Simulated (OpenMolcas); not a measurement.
Cu3+: moving the ligands

Cu3+ with its 6 nearest fluoride ions at 1.881 Å, on the Ga site of K2NaGaF6 (a = 8.246 Å, distance in the model lattice 1.938 Å). The rest of the host is ab initio model potentials to 7.6 Å, with orthogonalisation functions on the cations behind the ligands, and point charges beyond; the distance is set by hand and nothing relaxes. Ligand basis ANO-RCC-VDZP.
```
Cu    0.0000    0.0000    0.0000
F     1.8810    0.0000    0.0000
F     0.0000    1.8810    0.0000
F    -1.8810    0.0000    0.0000
F     0.0000   -1.8810    0.0000
F     0.0000    0.0000    1.8810
F     0.0000    0.0000   -1.8810
```

* Program: OpenMolcas 26.06
* Method: CASSCF
* Basis: ANO-RCC-VTZP [6s5p3d2f1g]
* Scalar Hamiltonian: DKH2, point nucleus
* Active space: 8 electrons in 5 orbitals (3d)
* State averaging: 2S+1 = 3 even, 10 roots; 2S+1 = 1 even, 15 roots
* Spin-orbit coupling: state interaction with AMFI integrals over the reference wave functions

Runs around this geometry, states (labels of O, the rotations of Oh). Energies in cm-1 above the lowest state or level, χT in cm3 K/mol; 10Dq and B are least-squares fits to the states below 45000 cm-1, weighted by degeneracy, with a free offset, and given where the rms deviation is under 5 % of |10Dq| (or 100 cm-1) and under 700 cm-1.

| R (Å) | Ground state | First state of that spin | 10Dq | B (rms of fit) | First gap with spin-orbit (degeneracies) | χT at 300 K | First state of another spin |
| --- | --- | --- | --- | --- | --- | --- | --- |
| 1.85 | 3A2 | 3T2 11545 | 11737 | 1335 (136) | 11159 (3, 2) | 1.290 | 1E 19001 |
| 1.881 | 3A2 | 3T2 10649 | 10853 | 1338 (145) | 10270 (3, 2) | 1.316 | 1E 18980 |
| 1.938 | 3A2 | 3T2 9233 |  |  | 8862 (3, 2) | 1.368 | 1E 18926 |

Taking the first state of the same spin as R^-n, n = -ln(9233 / 11545) / ln(1.938 / 1.85) = 4.8 between the shortest and longest distance.

Without dynamic correlation the repulsion within the d shell is too large (B by tens of per cent), so at a given field states of lower spin stand too high. Ligand-to-metal charge-transfer states are missing. With no ligand orbital active B as a rule stays too high, so bands that hang on it stand too high and its fall with covalency is understated. With metal d orbitals alone and no dynamic correlation 10Dq can be off by a tenth to a fifth, either way, in oxide and fluoride hosts. No measured value stands beside these numbers; the geometry was set by hand and not optimised.
